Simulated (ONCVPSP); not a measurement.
potassium, ONCV: configuration errors across variants

potassium (K), optimised norm-conserving Vanderbilt (ONCV), made with ONCVPSP 4.0.1 (PBEsol, scalar-relativistic). Core [Ne], reference 3s2 3p6 (charge +1). Waves: 3s: rc 1.40 bohr, ncon 4, nbas 7, qcut 5 1/bohr, 2 projectors, debl 1.5 Ha; 3p: rc 1.55 bohr, ncon 3, nbas 6, qcut 7.4 1/bohr, 2 projectors, debl 3 Ha; d scattering state at 0.12 Ha: rc 1.70 bohr, ncon 3, nbas 6, qcut 6 1/bohr, 1 projector. Local part: polynomial inside 1.35 bohr (lpopt 5, dvloc0 0 Ha). Core correction: Teter function, fcfact 1.5, rcfact 1.75.

In the s channel the program set the typed energies aside and used -1.519, 0.250 Ha. In the d channel the program set the typed energies aside and used 0.050 Ha.

All-electron excitation energies from the reference (eV): (1) 3s2 3p6 4s1 -4.217; (2) 3s2 3p6 4s0.5 -2.596; (3) 3s2 3p6 4p1 -2.700; (4) 3s2 3p5 4s1 20.679.

Errors AE − PS in meV (a dash: test not solved or not reliable):

| change | (1) | (2) | (3) | (4) | bound ghosts | GHOST(+) flags above zero |
| --- | --- | --- | --- | --- | --- | --- |
| base | +0.1 | 0.0 | +0.1 | +0.5 | none | none |
| local potential polynomial inside 1.35 bohr (lpopt 5, dvloc0 -2.5 Ha) | +0.1 | 0.0 | +0.1 | +0.5 | none | s |
| local potential polynomial inside 1.35 bohr (lpopt 5, dvloc0 -0.5 Ha) | +0.1 | 0.0 | +0.1 | +0.5 | none | none |
| local potential polynomial inside 1.35 bohr (lpopt 5, dvloc0 0.5 Ha) | +0.1 | 0.0 | +0.1 | +0.5 | none | none |
| local potential polynomial inside 1.35 bohr (lpopt 5, dvloc0 3 Ha) | +0.1 | +0.1 | +0.1 | +0.6 | none | none |
| local potential polynomial inside 1.35 bohr (lpopt 5, dvloc0 5 Ha) | +0.1 | 0.0 | +0.1 | +0.6 | none | none |
| local potential polynomial inside 1.35 bohr (lpopt 5, dvloc0 7 Ha) | +0.1 | 0.0 | +0.1 | +0.4 | none | none |
| local potential polynomial inside 1.35 bohr (lpopt 5, dvloc0 7.5 Ha) | +0.1 | 0.0 | +0.1 | +0.4 | none | none |
| local potential polynomial inside 1.35 bohr (lpopt 5, dvloc0 9.5 Ha) | +0.1 | 0.0 | +0.1 | +0.5 | none | none |

**Question.** Give the same row for: local potential polynomial inside 1.35 bohr (lpopt 5, dvloc0 2 Ha).

**Answer.** 0.0, 0.0, +0.1, +0.5; bound ghosts: none; GHOST(+) flags above zero: none.
